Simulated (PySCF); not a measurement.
# From computed data to an observable: oscillator strength and radiative lifetime

Si(Cl)2(Br)(vinyl) (C2H3BrCl2Si), SMILES C=C[Si](Cl)(Cl)Br.

The structure is a stationary point at B3LYP-D3(BJ)/def2-SVP. Other conformers were not sampled.

TDDFT-B3LYP/def2-SVPD run with PySCF 2.14.0 puts the first singlet state with f over 0.02 at 6.66 eV (vertical), with the transition dipole (-0.953, 0.543, 0.000) in atomic units.

Task: Find the oscillator strength, the wavelength and the radiative lifetime that this transition would have in vacuum if emission retraced absorption.

Result: 
|μ|² = 1.2031 au, so |μ| = 2.79 D. ΔE = 6.66/27.211 = 0.2448 hartree. f = (2/3) ΔE |μ|² = 0.196 (the program prints 0.196).
λ = 1239.84/6.66 = 186 nm; ν = 53716 cm⁻¹.
Einstein's coefficient A = 0.6670 ν² f s⁻¹ (ν in cm⁻¹) = 3.8e8 s⁻¹, so τ = 1/A = 2.6 ns. This state is S7; the lower singlets have f = 0.011, 0.001, 0.002, 0.009, 0.014, 0.001. The figure is the radiative limit of this one transition; relaxation, internal conversion, crossing to triplets and a medium change what is measured.
